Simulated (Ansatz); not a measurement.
A run for Ansatz (a first-principles code): R-CCSD(T)/cc-pV(T+d)Z on PH (SMILES [PH]), 2S+1 = 1, a spin state set in the input, which need not be the lowest, at the other state's geometry. Files ending in .json are basis or fitting sets from the Basis Set Exchange.

Ansatz 0.2 input:
```yaml
crystal:
  periodic: [false, false, false]
  atoms:
    - {symbol: P, position_ang: [-0.00000000, -0.00000000, -0.08928300]}
    - {symbol: H, position_ang: [0.00000000, 0.00000000, 1.33924506]}
basis:
  gaussian:
    orbitals: cc-pV_T+d_Z.json
magnetization: {spin_polarized: false}
correlation: {method: ccsd_t, electrons: outside_noble_gas}
scf: {omitted_lower_state_checks: [cluster_reference]}
```

Output:

```
Functional definition: HF
[...]
these checks for a lower state are left out or cut short: cluster_reference
integrals: 0.02 GiB planned
309 factors; integrals over basis functions are off by at most 1.1e-3 eV
mean field: 0.06 GiB planned
mean field evaluation 1: about -9284.9484 eV, gradient 7.4e0 eV
mean field evaluation 2: about -9284.9481 eV, gradient 7.4e0 eV
mean field evaluation 4: about -9285.1850 eV, gradient 5.0e-1 eV
mean field evaluation 8: about -9285.1864 eV, gradient 9.3e-4 eV
mean field evaluation 16: about -9285.1864 eV, gradient 9.2e-4 eV
mean field -9285.18642062 eV, -341.2243072324 hartree, gradient 2.8e-6 eV, S^2 0.000000; 2 other end points of the search recorded, 0 dependent functions left out; unrestricted orbitals would lower it
5 core orbitals not correlated
reference -9285.18642062 eV, -341.2243072324 hartree; 3, 3 occupied and 45, 45 virtual orbitals, 309 factors
second order -3.37915616 eV of doubles, -0.00000000 eV of singles
coupled cluster: 0.07 GiB planned
cycle   1  -3.91632630 eV  change   -5.4e-1 eV  update   6.5e-2
cycle   2  -4.16015327 eV  change   -2.4e-1 eV  update   3.4e-2
cycle   3  -4.19972962 eV  change   -4.0e-2 eV  update   2.1e-2
cycle   4  -4.22663281 eV  change   -2.7e-2 eV  update   1.5e-2
cycle   5  -4.25143685 eV  change   -2.5e-2 eV  update   1.0e-2
cycle   6  -4.26166364 eV  change   -1.0e-2 eV  update   3.6e-3
cycle   7  -4.26418550 eV  change   -2.5e-3 eV  update   1.0e-3
cycle   8  -4.26380851 eV  change    3.8e-4 eV  update   3.3e-4
cycle   9  -4.26379937 eV  change    9.1e-6 eV  update   1.0e-4
cycle  10  -4.26384187 eV  change   -4.3e-5 eV  update   2.7e-5
cycle  11  -4.26383087 eV  change    1.1e-5 eV  update   6.8e-6
cycle  12  -4.26383459 eV  change   -3.7e-6 eV  update   1.6e-6
coupled cluster: 0.07 GiB planned
perturbative correction -0.21535986 eV, -0.0079143288 hartree
Total energy: -9289.66561507 eV, -341.3889145924 hartree
Checks for a lower state left out: cluster_reference
```

The calculation finished and met its thresholds.

Cost: around 0.9 core-seconds (rough).
